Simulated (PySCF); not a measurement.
FH6NOSi2, SMILES N[Si@@H](O)[SiH2]F.

Geometry: r2SCAN-D4/def2-SVP. The structure was generated by enumeration; whether it is a known compound was not checked. One conformer was computed; it need not be the lowest.

Computed with PySCF with SMD-M06-2X/6-31G*.

Solvation free energies are E(SMD) − E(gas) at the gas-phase geometry, for 1 M in both phases. In vacuum the dipole moment is 2.10 D.

| solvent | ΔG(solv) (kcal/mol) | its non-electrostatic (CDS) part | dipole (D) |
|---|---|---|---|
| water | -5.4 | 4.1 | 2.64 |
| methanol | -7.8 | 1.4 | 2.62 |
| n-hexane | [?] | [?] | [?] |

Q: Complete the blanks. (The exact figures need the calculation; the answer reports its results.)

A: 
- n-hexane, ΔG(solv) (kcal/mol): -2.3
- n-hexane, its non-electrostatic (CDS) part: 0.0
- n-hexane, dipole (D): 2.27
